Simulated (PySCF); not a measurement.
C3H2FNSe.
Cartesian coordinates in Å at the PBE0-D3(BJ)/def2-SVP level; atoms count from 1:
```xyz
8
C3H2FNSe angstrom
F     -1.5795   -1.0500   -1.2181
C     -0.6547   -0.4301   -0.5107
C     -0.9063    0.6858    0.2343
Se     0.6624    1.2192    1.0575
C      1.4177   -0.2538    0.1901
N      0.5975   -0.9392   -0.5367
H     -1.8572    1.2012    0.3478
H      2.4765   -0.4999    0.3030
```

The calculation used PySCF 2.14.0, density-fitted response routines, TDDFT PBE0/def2-SVPD, vertical, gas phase, core orbitals frozen in the response. The PBE0/def2-SVPD calculation is non-relativistic and has no spin–orbit coupling, an omission that weighs most on selenium.

Each state is given a Gaussian of 0.5 eV full width at half maximum, with ε(max) = 2.175×10⁸ f / Δν̃ (Δν̃ the width in cm⁻¹). The width is an assumption, not a result. The curve ends short of the highest state used, and states not computed would add to its high-energy end.

(E (eV), ε (L mol⁻¹ cm⁻¹)): (4.31, 3), (4.40, 12), (4.49, 48), (4.57, 135), (4.66, 370), (4.75, 845), (4.83, 1515), (4.92, 2468), (5.01, 3358), (5.09, 3800), (5.18, 3687), (5.27, 2994), (5.35, 2152), (5.44, 1298), (5.53, 787), (5.61, 700), (5.70, 1004), (5.79, 1638), (5.87, 2311), (5.96, 2925), (6.05, 3158), (6.13, 3035), (6.22, 2770), (6.31, 2720), (6.39, 3007), (6.48, 3563), (6.57, 3981), (6.65, 3951), (6.74, 3409), (6.83, 2591)

**Question.** Locate the maxima and give the states behind the curve.

**Answer.** 242 nm (5.12 eV), ε about 3800, made up of S2 (98%); 205 nm (6.05 eV), ε about 3200, made up of S4 (95%); 188 nm (6.61 eV), ε about 4000, made up of S6 (75%) and S7 (19%) (ε in L mol⁻¹ cm⁻¹; maxima over ε = 5, shares over 10%). The states used: S1 5.06 eV (f 0.0015); S2 5.12 eV (f 0.070); S3 5.28 eV (f 0.0001); S4 6.03 eV (f 0.056); S5 6.09 eV (f 0.0006); S6 6.60 eV (f 0.056); S7 6.63 eV (f 0.015); S8 6.85 eV (f 0.0048); S9 7.42 eV (f 0.105); S10 7.43 eV (f 0.015).

**Question.** On this curve, what absorbance would a 10⁻⁴ mol/L sample give at 266 nm over a 1 cm path?

**Answer.** 266 nm is 4.661 eV, where ε is about 370 L mol⁻¹ cm⁻¹, so A = ε c l ≈ 0.037 (Beer–Lambert, with the gas-phase spectrum and the assumed width).

**Question.** What would ε be at 6.61 eV, the highest of these maxima, with half the width (0.25 eV)?

**Answer.** About 7630 L mol⁻¹ cm⁻¹ against 4020, a factor of about 1.9; a lone state at its own centre would give exactly 2.

**Question.** Coming from long wavelengths, where does ε first pass 100 L mol⁻¹ cm⁻¹?

**Answer.** At about 273 nm (4.55 eV), 0.52 eV below S1.

The vertical ionisation energy (ΔSCF) is 9.32 eV, 1.89 eV above S10.
